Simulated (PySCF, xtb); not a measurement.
C4H6NO, SMILES O=C1CCC[N]1 (connectivity only; charge and spin as stated), charge -1, multiplicity 1.

Geometry: B3LYP-D3(BJ)/def2-SVPD. The spin state was assumed, not searched. The isomer is the one that the SMILES or the coordinates give; other isomers of the formula were not compared. One conformer was computed; it need not be the lowest.

Computed with C-PCM-M06-2X/def2-SVPD (PySCF).

The values are the electrostatic part of the solvation free energy, E(continuum) − E(gas) at the gas-phase geometry, in a cavity of scaled van der Waals radii (PySCF's table); cavitation and dispersion terms are not included. In vacuum the orbital gap is 6.62 eV.

Computed values in water (ε = 78.36), dimethylsulfoxide (ε = 46.83), acetone (ε = 20.49):
```csv
solvent,ε,ΔG(elec) (kcal/mol),gap (eV)
water,78.36,-66.5,8.25
dimethylsulfoxide,46.83,-65.8,8.24
acetone,20.49,-63.9,8.20
```

For comparison, GFN2-xTB/ALPB(water) (xtb, at the GFN2-xTB geometry, all terms of that model) gives -62.9 kcal/mol.
